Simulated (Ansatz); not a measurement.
Consider the substitution at a C–In bond: `[CH3][In]([NH2])[Br]` + `CC(=N)N` → `C/N=C(\C)N` + `[NH2][InH][Br]`.

Calculated with Ansatz (gas phase, PBE0-D4/def2-TZVP geometries, no zero-point term in ΔE). CCSD(T)/CBS is the MP2 limit (def2-TZVPP, def2-QZVPP) plus CCSD(T) − MP2 in def2-TZVPP, frozen cores. Functionals use def2-TZVPP. B3LYP here is the variant with VWN-RPA as its local correlation; programs differ in this. def2 core potentials past Kr. For Br, In outer-core shells are correlated without core-valence functions, which leaves a few kJ/mol of doubt a bond. Scalar relativity is left out up to krypton. Each species was taken in one conformer, which may not be the lowest.

```tsv
level	ΔE (kJ/mol)	difference from CCSD(T)/CBS
PBE-D4	53.6	-8.9
r2SCAN-D4	55.7	-6.8
PBE0-D4	53.9	-8.6
B3LYP-D4	54.4	-8.1
ωB97X-V	52.3	-10.2
ωB97M-V	55.4	-7.1
B2PLYP	59.9	-2.6
PBE	55.4	-7.1
r2SCAN	56.2	-6.3
PBE0	55.3	-7.2
B3LYP	57.2	-5.3
HF/def2-TZVPP	54.6	-7.9
MP2/def2-TZVPP	66.0	3.5
SCS-MP2/def2-TZVPP	62.3	-0.2
CCSD/def2-TZVPP	60.5	-2.0
CCSD(T)/def2-TZVPP	60.7	-1.8
HF/def2-QZVPP	54.5	-8.0
MP2/def2-QZVPP	67.0	4.5
SCS-MP2/def2-QZVPP	63.3	0.8
HF/CBS(def2)	54.5	-8.0
MP2/CBS(def2)	67.8	5.3
CCSD/CBS(def2)	62.3	-0.2
CCSD(T)/CBS	62.5	0
```

Largest T1 diagnostic among the species: 0.013.

In def2-TZVPP, CCSD(T) changes the Hartree–Fock value by +6.1 kJ/mol (the triples alone add +0.2 kJ/mol) and MP2 by +11.4 kJ/mol.
